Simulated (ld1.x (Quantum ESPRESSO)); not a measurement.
## Li (Z = 3): TM pseudisation with PBE, non-relativistic reference atom.

- Element: lithium (Li)
- Generator: ld1.x (Quantum ESPRESSO) 7.5
- Type: norm-conserving Troullier–Martins (Kleinman–Bylander form)
- Functional: PBE
- Relativity: non-relativistic
- Frozen core: [He]
- Valence charge: 1
- Reference configuration: 2s1 2p0
- Partial waves: 2p (bound, empty): rc 4.20 bohr; 2s (bound): rc 3.35 bohr
- Local potential: the s channel
- Core correction: none

All-electron outer shells of the reference configuration (PBE, non-relativistic, ld1.x):

```tsv
shell	level (eV)	outermost node (bohr)	outermost maximum (bohr)
2s	-2.87	0.83	3.12
2p	-1.09	–	3.81
```

Does the generator finish with these settings?

Yes, a potential is produced and its reference levels are reproduced.

Estimate the cutoffs (Ry, on a coarse ladder) from which the occupation-weighted sum of valence levels, in a spherical-Bessel basis at the reference potential, stays within 10 and 1 mRy of its value at 400 Ry.

6 Ry and 6 Ry.

What does a ghost test show?

No extra level below or beside the all-electron valence levels (p, s, d, f tested).

Tests: 2s0.5 2p0; 2s0 2p1. Which has the largest error in its energy relative to the reference configuration, and how large is it?

2s0.5 2p0, with +4.6 meV (all-electron minus pseudo) on +2.05 eV.
